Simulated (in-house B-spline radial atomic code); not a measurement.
The numbers below are computed, except where a source is named.
# Two electrons in Ge: a Gaussian well −V exp(−r²/w²) with V = 16.6 meV and w = 53.4 nm

For Ge the NSM archive of the Ioffe Institute lists m_l = 1.6 m0, m_t = 0.08 m0 and ε = 16.2; the model takes one isotropic valley with the conductivity mass 3/(1/m_l + 2/m_t) = 0.117 m0, and so misses anisotropy and the other valleys. All triplets below are those of one valley; with several valleys two electrons can form a triplet in the 1s orbital itself, at an energy set by the valley splitting.

Effective-mass model with parabolic bands, a uniform dielectric constant, no image charges, no central-cell or spin-orbit terms. Two-electron levels come from full CI in B-splines with partial waves to l = 5 (up to 0.001 effective hartree above the limit).

Question: What are the effective units, and what is the potential in them?

Answer: Ha* = 27211.386 meV × 0.117/16.2² = 12.13 meV and a* = 0.0529177 nm × 16.2/0.117 = 7.327 nm. V = 1.37 Ha* and w = 7.29 a*.

In these units the lowest s and p orbitals lie at -1.047368 and -0.844942, and their Coulomb and exchange integrals are J_ss = 0.360827, J_sp = 0.295129 and K_sp = 0.05779. Full CI gives -1.793933 for the ground singlet, -1.671704 for the sp triplet, -1.599419 for the sp singlet and -1.504749 for the lowest triplet of two s orbitals.

Question: What does it cost to add the second electron, to first order and exactly?

Answer: To first order E = 2ε_s + J_ss = -1.733908, so the charging energy E(2) − 2E(1) is J_ss = 4.377 meV. CI gives -1.793933 − 2 × (-1.047368) = 0.300802, or 3.649 meV: relaxation and correlation lower it by 0.7282 meV, 16.6 % of J_ss. The s² configuration of one-electron orbitals holds 89.2 % of the state, and the mean radius is 21.2 nm. The second electron is bound by ε_s − E = 9.057 meV, against 12.71 meV for the first.

Question: How far above the singlet do the triplets lie?

Answer: To first order the sp triplet lies at ε_s + ε_p + J_sp − K_sp = -1.654975, which is 0.9576 meV above 2ε_s + J_ss. CI gives -1.671704 − (-1.793933) = 0.122229, or 1.483 meV, 60 % of the orbital spacing of 2.456 meV. The ss triplet lies 3.508 meV up, so the lower of the two is the sp one, and its gap equals k_BT at 17.2 K. The sp singlet-triplet splitting is 0.8769 meV, against 2K_sp = 1.402 meV.
